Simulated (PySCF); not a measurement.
A side-by-side comparison of computed properties.

First species: C₅H₆F₃O₂P.
Z-matrix (Å and degrees, GFN2-xTB geometry), rows numbered from 1:
```
C 
C   1  1.3196
C   2  1.4924  1  124.15
P   3  1.8281  2  106.49  1  -117.46
O   4  1.4614  3  118.69  2   -51.73
O   4  1.5977  3  104.44  2    75.16
C   4  1.8500  3  103.47  2  -177.10
F   7  1.3384  4  118.61  3    19.25
C   7  1.3224  4  119.39  3  -165.52
F   9  1.3195  7  128.89  4  -176.84
F   9  1.3255  7  120.09  4     4.91
H   1  1.0778  2  121.82  3    -1.54
H   1  1.0760  2  121.77  3   179.28
H   2  1.0818  1  121.01  3  -178.21
H   3  1.0925  2  111.13  1   125.74
H   3  1.0892  2  112.02  1     2.44
H   6  0.9613  4  109.72  3  -140.69
```

Second species: C6H8P2S.
Numbering: `[CH3:1][S:2][c:3]1[cH:4][p:5][cH:6][c:7]([CH3:8])[p:9]1` (hydrogens: H10, H11, H12 on C1; H13 on C4; H14 on C6; H15, H16, H17 on C8)

Cartesian coordinates in Å at the GFN2-xTB level; atoms count from 1:
```xyz
17
C6H8P2S angstrom
C     -3.1945    0.8430    0.1269
S     -2.7601   -0.8848   -0.2032
C     -0.9871   -0.8747   -0.1895
C     -0.4177   -2.1119   -0.4117
P      1.2526   -2.5521   -0.4690
C      2.0533   -1.0385   -0.1737
C      1.5180    0.2078    0.0375
C      2.4581    1.3588    0.2845
P     -0.1733    0.6549    0.0844
H     -2.8203    1.4754   -0.6743
H     -4.2792    0.8789    0.1607
H     -2.7771    1.1493    1.0831
H     -1.1104   -2.9326   -0.5725
H      3.1378   -1.1086   -0.1634
H      1.9630    2.3114    0.0991
H      3.3384    1.2863   -0.3520
H      2.7916    1.3493    1.3232
```

Levels: PBE0/pcSseg-1 for dipole moment, HOMO energy, LUMO energy and HOMO–LUMO gap; GFN2-xTB for rotational constant A and rotational constant C. Geometries: GFN2-xTB. Each structure is a single optimised conformer of the isolated species, non-relativistic unless stated; the electronic structure was computed with PySCF and density fitting.

Dipoles, sizes and rotational constants follow the conformer. The torsions of the flexible species, by atom-mapped SMILES:
- `[CH2:1]=[CH:2][CH2:3][P@@:4](=[O:5])([OH:6])[C:7]([F:8])=[C:9]([F:10])[F:11]`: C1–C2–C3–P4 -117°, C2–C3–P4–O5 -52°, C3–P4–C7–F8 19°, H–O6–P4–C3 -141°
- `[CH3:1][S:2][c:3]1[cH:4][p:5][cH:6][c:7]([CH3:8])[p:9]1`: C1–S2–C3–C4 179°

Values for the first species:

- Dipole moment: 2.36 D
- HOMO energy: -7.79 eV
- LUMO energy: -0.49 eV
- HOMO–LUMO gap: 7.30 eV
- Rotational constant A: 1.974 GHz
- Rotational constant C: 0.497 GHz

Question: Estimate the same properties for the second species, and the change in each.

Answer: 
```json
{"property": "dipole moment", "first": "2.36 D", "second": "1.87 D", "second less first": "-0.49 D"}
{"property": "HOMO energy", "first": "-7.79 eV", "second": "-6.39 eV", "second less first": "+1.40 eV"}
{"property": "LUMO energy", "first": "-0.49 eV", "second": "-2.28 eV", "second less first": "-1.79 eV"}
{"property": "HOMO–LUMO gap", "first": "7.30 eV", "second": "4.11 eV", "second less first": "-3.19 eV"}
{"property": "rotational constant A", "first": "1.974 GHz", "second": "1.582 GHz", "second less first": "-0.392 GHz"}
{"property": "rotational constant C", "first": "0.497 GHz", "second": "0.526 GHz", "second less first": "+0.029 GHz"}
```

On the first: In atomic units the dipole is 0.93 e·bohr (1 au = 2.5417 D). A dipole of 2.36 D is allowed in C1, and pure rotational transitions are dipole-allowed.

On the second: In atomic units the dipole is 0.73 e·bohr (1 au = 2.5417 D).
